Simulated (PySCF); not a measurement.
## Au(2+) (gold, charge +2) across methods

[Xe] 4f14 5d9, 2D determinant. Calculation: PySCF 2.14, in def2-QZVPPD with the def2 core potential (60 electrons); scalar relativity through the core potential.

```json
{"method": "r2SCAN", "E (hartree)": "-134.6489", "mean ε 5p β (eV)": "-82.508", "mean ε 5d α (eV)": "-28.067", "mean ε 5d β (eV)": "-27.235", "Σ⟨r²⟩ (bohr²)": "33.47", "⟨S²⟩": "0.770"}
{"method": "LDA", "E (hartree)": "-134.3526", "mean ε 5p β (eV)": "-81.017", "mean ε 5d α (eV)": "-27.950", "mean ε 5d β (eV)": "-27.238", "Σ⟨r²⟩ (bohr²)": "33.95", "⟨S²⟩": "0.754"}
{"method": "PBE", "E (hartree)": "-134.6250", "mean ε 5p β (eV)": "-80.951", "mean ε 5d α (eV)": "-27.748", "mean ε 5d β (eV)": "-27.032", "Σ⟨r²⟩ (bohr²)": "33.76", "⟨S²⟩": "0.758"}
{"method": "PW91", "E (hartree)": "-134.6802", "mean ε 5p β (eV)": "-81.050", "mean ε 5d α (eV)": "-27.826", "mean ε 5d β (eV)": "-27.116", "Σ⟨r²⟩ (bohr²)": "33.76", "⟨S²⟩": "0.758"}
{"method": "PBE0", "E (hartree)": "-134.6005", "mean ε 5p β (eV)": "-84.641", "mean ε 5d α (eV)": "-29.556", "mean ε 5d β (eV)": "-28.769", "Σ⟨r²⟩ (bohr²)": "33.55", "⟨S²⟩": "0.758"}
{"method": "CAM-B3LYP", "E (hartree)": "-134.5565", "mean ε 5p β (eV)": "-86.065", "mean ε 5d α (eV)": "-31.023", "mean ε 5d β (eV)": "-30.282", "Σ⟨r²⟩ (bohr²)": "33.71", "⟨S²⟩": "0.755"}
{"method": "BLYP", "E (hartree)": "-134.5786", "mean ε 5p β (eV)": "-80.935", "mean ε 5d α (eV)": "-27.623", "mean ε 5d β (eV)": "-26.947", "Σ⟨r²⟩ (bohr²)": "33.88", "⟨S²⟩": "0.756"}
{"method": "BHandHLYP", "E (hartree)": "-134.4965", "mean ε 5p β (eV)": "-88.316", "mean ε 5d α (eV)": "-31.259", "mean ε 5d β (eV)": "-30.434", "Σ⟨r²⟩ (bohr²)": "33.51", "⟨S²⟩": "0.756"}
```

Task: Estimate the same row for UHF.

Result: E (hartree) = -133.81019; mean ε 5p β (eV) = -94.637; mean ε 5d α (eV) = -34.019; mean ε 5d β (eV) = -32.956; Σ⟨r²⟩ (bohr²) = 33.28; ⟨S²⟩ = 0.762.

Energies and moments cover only the electrons outside the core potential. Spin-orbit coupling, absent here, splits the open shell strongly.
